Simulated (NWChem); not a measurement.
System: CH$_{6}$FNSi; SMILES C[SiH](N)F

```xyz
10

Si     0.0714    -0.0526    -0.3257
C      0.0358     1.7361     0.1831
N     -1.4289    -0.7965     0.0366
F      1.3320    -0.7374     0.4646
H      0.3484    -0.2736    -1.7710
H     -0.7453     2.2866    -0.3625
H     -0.1655     1.8313     1.2621
H      1.0053     2.2172    -0.0167
H     -1.8869    -0.6404     0.9274
H     -1.6531    -1.7140    -0.3312
```
Atoms are numbered in this order, from 1.

Program: NWChem. The geometry was optimised at PBE0/def2-SVP. Static field.

Question: Estimate the computed values for BHandHLYP/aug-cc-pVDZ. Quantities: isotropic polarisability (bohr³); anisotropy (bohr³).

Answer: 
```yaml
isotropic polarisability (bohr³): 46.2
anisotropy (bohr³): 6.8
```
